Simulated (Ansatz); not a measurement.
Steps of a relaxation of `NB1B[SiH2]1` with RKS PBE0-D4/def2-TZVP.

```sh
$ ansatz run in.yaml --threads 2 --pin off --events-out ev --progress --plain --max-ram 4352MiB
```

```yaml
crystal:
  periodic: [false, false, false]
  atoms:
    - {symbol: N, position_ang: [-0.659252, 1.214928, -1.294295]}
    - {symbol: B, position_ang: [0.339483, 0.526023, -0.644551]}
    - {symbol: B, position_ang: [1.350611, -0.361033, 0.154893]}
    - {symbol: Si, position_ang: [-0.007595, -1.160884, 1.185848]}
    - {symbol: H, position_ang: [-0.872213, 1.070460, -2.284676]}
    - {symbol: H, position_ang: [-1.223269, 1.943534, -0.852833]}
    - {symbol: H, position_ang: [2.534988, -0.325782, 0.395758]}
    - {symbol: H, position_ang: [-1.463570, -1.081955, 0.803474]}
    - {symbol: H, position_ang: [0.089418, -1.871492, 2.519383]}
basis:
  gaussian: {orbitals: def2-TZVP}
hamiltonian: {xc: pbe0, dispersion: d4}
relax: {f_tol: 0.005, max_steps: 150}
```

Positions (Å) and forces (eV/Å) along the path, 11 of 11 steps:

```xyz
9
step=1 energy=-10794.7735 eV
N    -0.659    1.215   -1.294   -0.080    0.114   -0.146
B     0.339    0.526   -0.645   -0.109   -0.037    0.047
B     1.351   -0.361    0.155   -0.119    0.103    0.058
Si   -0.008   -1.161    1.186   -0.021    0.053    0.012
H    -0.872    1.070   -2.285    0.138    0.086    0.666
H    -1.223    1.944   -0.853    0.371   -0.482   -0.271
H     2.535   -0.326    0.396   -0.491    0.011   -0.110
H    -1.464   -1.082    0.803    0.325   -0.007    0.069
H     0.089   -1.871    2.519   -0.014    0.160   -0.326
9
step=2 energy=-10794.8055 eV
N    -0.633    1.224   -1.290   -0.123   -0.029   -0.084
B     0.347    0.527   -0.639   -0.026   -0.018    0.030
B     1.343   -0.361    0.153   -0.078    0.026    0.050
Si   -0.011   -1.147    1.178    0.064    0.045   -0.041
H    -0.884    1.040   -2.254    0.089    0.061    0.222
H    -1.219    1.916   -0.842    0.141   -0.121   -0.078
H     2.511   -0.321    0.395   -0.130   -0.002   -0.038
H    -1.451   -1.064    0.791    0.076    0.001    0.020
H     0.085   -1.860    2.491   -0.012    0.037   -0.080
9
step=3 energy=-10794.8035 eV rejected
N    -0.672    1.178   -1.273   -0.114    0.219   -0.366
B     0.322    0.504   -0.629    0.025   -0.001    0.019
B     1.330   -0.361    0.155   -0.043   -0.048    0.011
Si   -0.006   -1.147    1.184    0.051    0.002   -0.049
H    -0.840    1.079   -2.268    0.028   -0.046    0.267
H    -1.195    1.933   -0.856    0.022   -0.089    0.024
H     2.490   -0.308    0.384    0.118    0.009    0.014
H    -1.437   -1.064    0.802   -0.088   -0.007   -0.014
H     0.096   -1.861    2.484    0.001   -0.039    0.095
9
step=4 energy=-10794.8075 eV
N    -0.647    1.210   -1.288    0.005    0.026    0.124
B     0.328    0.523   -0.624    0.037   -0.003   -0.086
B     1.333   -0.345    0.165   -0.020   -0.077   -0.015
Si   -0.005   -1.164    1.170   -0.004    0.085    0.069
H    -0.867    1.045   -2.256   -0.006   -0.001   -0.047
H    -1.198    1.934   -0.856   -0.013   -0.019   -0.029
H     2.501   -0.320    0.381    0.000    0.039    0.013
H    -1.443   -1.073    0.802   -0.014    0.004   -0.027
H     0.087   -1.856    2.489    0.016   -0.055   -0.001
9
step=5 energy=-10794.8018 eV rejected
N    -0.643    1.210   -1.301    0.033   -0.044   -0.006
B     0.326    0.504   -0.647   -0.045    0.071    0.053
B     1.321   -0.373    0.147    0.014   -0.012    0.066
Si   -0.004   -1.152    1.198   -0.017   -0.011   -0.107
H    -0.805    1.114   -2.291   -0.045   -0.024    0.033
H    -1.250    1.871   -0.845    0.030    0.036   -0.019
H     2.482   -0.303    0.385    0.038   -0.024   -0.023
H    -1.445   -1.026    0.847   -0.008   -0.052   -0.004
H     0.107   -1.890    2.491    0.001    0.060    0.007
9
step=6 energy=-10794.8101 eV
N    -0.646    1.210   -1.289   -0.014    0.007   -0.013
B     0.332    0.516   -0.635   -0.002    0.010   -0.004
B     1.332   -0.360    0.156   -0.014   -0.010    0.028
Si   -0.007   -1.154    1.181    0.007    0.025   -0.010
H    -0.859    1.059   -2.263    0.007    0.005    0.051
H    -1.208    1.922   -0.851    0.025   -0.030   -0.020
H     2.496   -0.311    0.388   -0.018   -0.001   -0.017
H    -1.445   -1.061    0.808    0.011   -0.012   -0.002
H     0.094   -1.868    2.488   -0.002    0.005   -0.013
9
step=7 energy=-10794.8081 eV rejected
N    -0.646    1.209   -1.284    0.012    0.000    0.008
B     0.336    0.520   -0.631   -0.042    0.014    0.003
B     1.334   -0.353    0.163    0.054   -0.061   -0.016
Si   -0.007   -1.137    1.191    0.014   -0.052   -0.029
H    -0.856    1.061   -2.257   -0.013   -0.018   -0.016
H    -1.217    1.911   -0.844    0.008    0.021    0.004
H     2.505   -0.325    0.363   -0.019    0.041    0.042
H    -1.436   -1.076    0.786   -0.032    0.036    0.010
H     0.075   -1.858    2.496    0.018    0.018   -0.006
9
step=8 energy=-10794.8103 eV
N    -0.644    1.210   -1.287   -0.019    0.002   -0.020
B     0.334    0.518   -0.633   -0.001    0.007   -0.005
B     1.333   -0.358    0.158   -0.002   -0.011    0.014
Si   -0.007   -1.149    1.182    0.007    0.004   -0.006
H    -0.868    1.049   -2.257    0.008    0.006    0.026
H    -1.202    1.927   -0.851    0.010   -0.012   -0.006
H     2.498   -0.311    0.385    0.001    0.003   -0.003
H    -1.443   -1.066    0.798   -0.004    0.002    0.002
H     0.089   -1.866    2.487    0.000   -0.001   -0.001
9
step=9 energy=-10794.8103 eV
N    -0.646    1.208   -1.286   -0.005    0.004   -0.011
B     0.333    0.517   -0.633    0.000    0.004   -0.002
B     1.332   -0.358    0.159   -0.001   -0.007    0.006
Si   -0.007   -1.149    1.182    0.002   -0.001   -0.002
H    -0.866    1.051   -2.257    0.001    0.000    0.011
H    -1.202    1.926   -0.852    0.002   -0.004   -0.001
H     2.498   -0.310    0.384    0.002    0.003   -0.001
H    -1.443   -1.065    0.800   -0.002    0.002    0.000
H     0.089   -1.867    2.487    0.001   -0.001    0.001
9
step=10 energy=-10794.8104 eV
N    -0.645    1.209   -1.287    0.000   -0.002    0.000
B     0.334    0.517   -0.633    0.001    0.002   -0.001
B     1.332   -0.358    0.159    0.000   -0.001    0.001
Si   -0.007   -1.149    1.182   -0.001   -0.001    0.001
H    -0.866    1.050   -2.257   -0.001   -0.001   -0.002
H    -1.202    1.925   -0.852   -0.001    0.002    0.001
H     2.498   -0.310    0.384    0.001    0.001    0.000
H    -1.443   -1.064    0.801    0.000    0.001   -0.001
H     0.089   -1.868    2.486    0.000   -0.001    0.001
9
step=11 energy=-10794.8104 eV
N    -0.645    1.209   -1.287    0.001   -0.001    0.001
B     0.334    0.518   -0.633    0.001    0.001   -0.001
B     1.332   -0.358    0.159    0.000    0.000    0.001
Si   -0.007   -1.149    1.182   -0.001   -0.001    0.001
H    -0.866    1.050   -2.257   -0.001   -0.001   -0.003
H    -1.202    1.926   -0.852   -0.001    0.002    0.001
H     2.498   -0.310    0.384    0.001    0.000   -0.001
H    -1.443   -1.064    0.801    0.000    0.000    0.000
H     0.089   -1.869    2.486    0.000   -0.001    0.000
```

Hardware: 2 threads of an Arm Neoverse V2 on a shared host. Wall time 30 s, peak host memory 0.31 GiB.
